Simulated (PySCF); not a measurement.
# `S1C(C#C)=CC=C1B(C)C`, C₈H₉BS

Geometry:
```tsv
atom	x (Å)	y (Å)	z (Å)
C1	5.025	-0.832	-1.348
C2	3.931	-0.706	-0.836
C3	2.653	-0.559	-0.250
C4	2.302	-0.753	1.080
C5	0.935	-0.515	1.310
C6	0.220	-0.139	0.180
B7	-1.285	0.197	0.037
C8	-1.917	0.504	-1.373
C9	-2.203	0.243	1.316
S10	1.285	-0.088	-1.185
H11	5.994	-0.943	-1.798
H12	3.024	-1.056	1.838
H13	0.463	-0.615	2.289
H14	-1.202	0.718	-2.182
H15	-2.653	1.322	-1.322
H16	-2.492	-0.392	-1.675
H17	-1.821	-0.297	2.194
H18	-3.229	-0.097	1.105
H19	-2.294	1.307	1.606
```

Method used: quadratic response CAM-B3LYP/aug-cc-pVDZ first hyperpolarisability, Taylor convention, gas phase (PySCF 2.14.0). Geometry: PBE0-D3(BJ)/def2-SVP.

Question: Give the tensor of the second harmonic β(−2ω;ω,ω) at 1064 nm in the axes of these coordinates.

Answer: In au, Taylor convention; rows are the first index (the induced dipole):
|  | xx | yy | zz | xy | xz | yz |
| --- | --- | --- | --- | --- | --- | --- |
| x | +1140.9 | +39.9 | -95.4 | -245.9 | +57.9 | +3.2 |
| y | -235.6 | -15.6 | +18.4 | +42.5 | +2.0 | +9.9 |
| z | +7.0 | +9.4 | +39.7 | +12.9 | -80.9 | +15.8 |

Norm of βᵢ = ⅓ Σⱼ (βᵢⱼⱼ + βⱼᵢⱼ + βⱼⱼᵢ): 1126.6 au, hyper-Rayleigh value 489.7 au.
